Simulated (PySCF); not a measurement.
How methods differ on the ionisation energy of Tl²⁺

Tl²⁺ [Xe] 4f14 5d10 6s1 (2S) → Tl³⁺ [Xe] 4f14 5d10 (1S), as a difference of total energies. All numbers are calculated (PySCF 2.14, scalar relativity by spin-free X2C-1e, in ANO-RCC-VTZP (8s7p5d3f2g, 93 functions)). Correlated levels: valence and next inner shell: [Kr] 4d10 4f14 frozen. The calculations carry no spin-orbit coupling.

```tsv
method	ionisation energy (eV)
UHF	28.179
LDA	30.755
PBE	30.324
PBE0	29.967
r2SCAN	30.175
MP2 (valence and next inner shell)	29.873
SCS-MP2 (valence and next inner shell)	29.597
```

Errors of the correlated levels include the incompleteness of this basis and the frozen core.

Q: Which method comes closest to the reference value, and which is furthest?

A: The reference is 29.852 eV (measured; NIST Atomic Spectra Database, ionization energies). Closest: MP2 (valence and next inner shell) (error 0.021 eV); furthest: UHF (error -1.673 eV).
